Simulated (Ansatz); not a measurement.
**A geometry optimisation of H4InSiZn+ with PBE0-D3(BJ)/def2-SVP**

The starting geometry of this gas-phase singlet was optimised with GFN2-xTB.

```xyz
7

In   -0.2381    3.2958   -1.3307
Si   -0.0054   -2.3053    0.1182
Zn   -0.1108    0.1234   -0.5226
H    -0.3934   -3.0349   -1.0911
H    -0.2738    5.1265   -1.7993
H     1.3851   -2.5329    0.5186
H    -0.9616   -2.4449    1.2188
```

**Question.** Where would you expect an optimisation with PBE0-D3(BJ)/def2-SVP to take it?

**Answer.** A new bond forms, giving a structure given below by its coordinates. Contacts that close: In1–Zn3 (3.28 → 2.73 Å).

The energy falls by 0.49 eV over 6 steps:

```json
{"step": "1", "E − E(last) (eV)": "0.489"}
{"step": "2", "E − E(last) (eV)": "0.268"}
{"step": "3", "E − E(last) (eV)": "0.085"}
{"step": "4", "E − E(last) (eV)": "0.003"}
{"step": "5", "E − E(last) (eV)": "0.000"}
{"step": "6", "E − E(last) (eV)": "0.000"}
```

Final geometry (Å):

```xyz
7

In   -0.2080    2.8957   -1.2294
Si   -0.0170   -2.0486    0.0520
Zn   -0.1110    0.2575   -0.5504
H    -0.4040   -2.8443   -1.1473
H    -0.2660    4.5716   -1.6583
H     1.3825   -2.3448    0.4706
H    -0.9744   -2.2594    1.1747
```

Frequencies at the end are all real (lowest 53 cm⁻¹). Atoms past krypton carry core potentials, without spin–orbit terms. Run with Ansatz 0.2.0, 8.4 s on 2 threads of Intel(R) Xeon(R) 6975P-C (Granite Rapids), on a shared host.
